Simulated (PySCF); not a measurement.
PySCF job for C5H3Br, SMILES C#CC=C=CBr, TPSSh-D3(BJ)/def2-SVP. 

```python
import numpy as np
from pyscf import gto, scf, dft
import os
os.environ['JAX_PLATFORMS'] = 'cpu'
from ase import Atoms, units
from ase.calculators.calculator import Calculator, all_changes
from sella import Sella

mol = gto.M(
    atom='''
    C     3.78024704   -0.83979252    0.98403820
    C     2.92731118   -0.03086961    0.73960826
    C     1.94043951    0.93141002    0.43886013
    C     0.66294483    0.72133670    0.61713300
    C    -0.59939691    0.49178166    0.74420136
    Br   -1.65440759   -0.24766289   -0.68667935
    H     4.52525931   -1.54727904    1.19560691
    H     2.29610256    1.88659829    0.06885698
    H    -1.18637021    0.68568434    1.62626741
    ''',
    basis='def2-SVP',
    charge=0,
    spin=0,
    max_memory=1600,
    verbose=3,
)
mf = dft.RKS(mol, xc='tpssh').density_fit(auxbasis='def2-universal-jkfit')
mf.disp = 'd3bj'
mf.grids.level = 4
mf.conv_tol = 1e-9
mf.max_cycle = 100
mf.kernel()
grad = mf.nuc_grad_method()
grad.grid_response = mol.nao <= 150
scan = grad.as_scanner()
scan.verbose = scan.base.verbose = 0
class SCF(Calculator):
    implemented_properties = ['energy', 'forces']
    def calculate(self, atoms=None, properties=None, system_changes=all_changes):
        super().calculate(atoms, properties, system_changes)
        e, g = scan(mol.set_geom_(self.atoms.positions, unit='Angstrom', inplace=False))
        assert scan.converged
        self.results = {'energy': float(e) * units.Hartree, 'forces': -np.asarray(g) * units.Hartree / units.Bohr}
atoms = Atoms(mol.elements, mol.atom_coords(unit='Angstrom'), calculator=SCF())
conv = Sella(atoms, order=0, internal=True, allow_fragments=True).run(fmax=0.002, steps=150)
mol_eq = mol.set_geom_(atoms.positions, unit='Angstrom', inplace=False)
print(mol_eq.tostring(format='xyz'))
mf.reset(mol_eq)
mf.verbose = 3
mf.kernel()
```

Program output:

```
converged SCF energy = -2765.84173845102
     Step          Energy         fmax         cmax       rtrust          rho
Sella   0   -75262.387227       1.0418       0.0000       0.1000       1.0000
Sella   1   -75262.444815       1.0418       0.0000       0.1000       1.0033
Sella   2   -75262.446732       0.2779       0.0000       0.1000       1.4668
Sella   3   -75262.448171       0.1420       0.0000       0.1000       1.2652
Sella   4   -75262.448563       0.0883       0.0000       0.1000       1.3385
Sella   5   -75262.448741       0.0624       0.0000       0.1000       1.3712
Sella   6   -75262.448840       0.0526       0.0000       0.1000       1.3711
Sella   7   -75262.448891       0.0421       0.0000       0.1000       1.3320
Sella   8   -75262.448913       0.0242       0.0000       0.1000       1.3648
Sella   9   -75262.448925       0.0146       0.0000       0.1000       1.3389
Sella  10   -75262.448930       0.0125       0.0000       0.1000       1.3431
Sella  11   -75262.448932       0.0083       0.0000       0.1000       1.3696
Sella  12   -75262.448933       0.0038       0.0000       0.1000       1.2870
9
XYZ from PySCF
C           3.82518188       -0.84428339        0.99301898
C           2.93989734       -0.04645625        0.74832317
C           1.93302280        0.91527187        0.44959051
C           0.63354372        0.70517350        0.59592352
C          -0.64782528        0.50731415        0.72540073
Br         -1.72289846       -0.19533904       -0.68741159
H           4.59842037       -1.55638012        1.21084479
H           2.27007961        1.89396513        0.07867141
H          -1.21786534        0.71622852        1.63378498
converged SCF energy = -2765.84400609819
```

Self-consistency was reached.
